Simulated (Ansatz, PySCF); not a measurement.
Gas-phase reaction in SMILES: NBN + H+ -> NB[NH3+]
Structures are relaxed separately at B3LYP-D3(BJ)/def2-TZVP in Ansatz (a quantum-chemistry and plane-wave program), one conformer each, not searched for the lowest. Frequencies are from Ansatz.

Wanted: proton affinity (0 K, with B3LYP-D3(BJ) harmonic zero-point energies), positive where the reaction releases energy, in kcal/mol. Correlated levels leave the core frozen unless marked. Spin-orbit coupling is left out. No relativistic terms. CBS marks a two-point X^-3 extrapolation of the correlation energy; Hartree-Fock from the larger set.

CCSD(T)/CBS(cc-pVTZ,cc-pVQZ) (Ansatz) gives 204.7 kcal/mol.

Task: Another calculation gave 204.3 kcal/mol. Which level was it?
(A) MN15/def2-TZVPD (PySCF)
(B) wB97X-V/def2-TZVPD (Ansatz)
(C) SVWN5/def2-TZVPD (Ansatz)
(D) HF/def2-TZVPD (PySCF)

Result: B, wB97X-V/def2-TZVPD (Ansatz). The others give 201.6 (MN15), 196.0 (SVWN5), 207.1 (HF) kcal/mol.
